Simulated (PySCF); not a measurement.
An unknown is described by computed data only.

Formula: C4H11ClSSi3.

| Quantity | Value |
| --- | --- |
| 13C NMR | chemical shifts (computed TMS as zero) by class: 138.9 (1 C), 137.9 (1 C), 20.0 (1 C), 19.9 (1 C) ppm [GIAO PBE0/pcSseg-1] |
| Rotational structure | rotational constants A, B, C: 1.550, 0.362, 0.320 GHz [GFN2-xTB] |
| NMR, other nuclei | isotropic shieldings of nuclei other than C and H, by class: 338 (1 Si), 378 (1 Si), 408 (1 Si), 737 (1 S), 939 (1 Cl) ppm [GIAO PBE0/pcSseg-1] |
| Dipole | 1.19 D [PBE0/pcSseg-1] |
| 1H NMR | chemical shifts (computed TMS as zero) by class: 6.13 (1 H), 6.06 (1 H), 6.06 (1 H), 4.73 (3 H), 4.51 (1 H), 2.13 (1 H), 2.07 (1 H), 2.00 (1 H), 1.84 (1 H) ppm [GIAO PBE0/pcSseg-1] |

Gas-phase values; electronic properties from PySCF, density fitting. Levels stand in brackets. Geometry: GFN2-xTB, one conformer, isolated molecule. NMR classes are plain means over equivalent atoms (diastereotopic ones count apart unless rotation or inversion swaps them), as if these changed places fast.

Question: Give a SMILES that accounts for the data.

Answer: Numbering: `[SiH3:1][S:2][Si@H:3]([Cl:4])[SiH:5]1[CH2:6][CH:7]=[CH:8][CH2:9]1`. Its formula, C4H11ClSSi3, gives 2 degrees of unsaturation: 1 ring and 1 π bond in the structure found. 4 carbons fall into 4 classes; from least to most shielded: alkene CH carbon [C7] (138.9 ppm), alkene CH carbon [C8] (137.9 ppm), ring sp3 carbon bound to silicon [C6] (20.0 ppm), ring sp3 carbon bound to silicon [C9] (19.9 ppm). Hydrogen classes from least to most shielded: 1 H on an alkene CH carbon, C7 (6.13 ppm), 1 H on a chlorine-bound silicon, Si3 (6.06 ppm), 1 H on an alkene CH carbon, C8 (6.06 ppm), 3 H on an SiH3 silicon, Si1 (4.73 ppm), 1 H on an SiH silicon, Si5 (4.51 ppm), 1 H on an sp3 carbon bound to silicon, C6 (2.13 ppm), 1 H on an sp3 carbon bound to silicon, C6 (2.07 ppm), 1 H on an sp3 carbon bound to silicon, C9 (2.00 ppm), 1 H on an sp3 carbon bound to silicon, C9 (1.84 ppm). The other shieldings belong to: 338 ppm, chlorine-bound silicon [Si3]; 378 ppm, SiH silicon [Si5]; 408 ppm, SiH3 silicon [Si1]; 737 ppm, sulfur bonded to 2 Si [S2]; 939 ppm, silicon-bound chlorine [Cl4]. The optimised geometry has point group C1 and is an asymmetric top. Structure: `[SiH3]S[Si@H](Cl)[SiH]1CC=CC1`. The assignments are read from this structure; whether some other isomer fits the data as well wasn't checked. The mirror image fits equally.
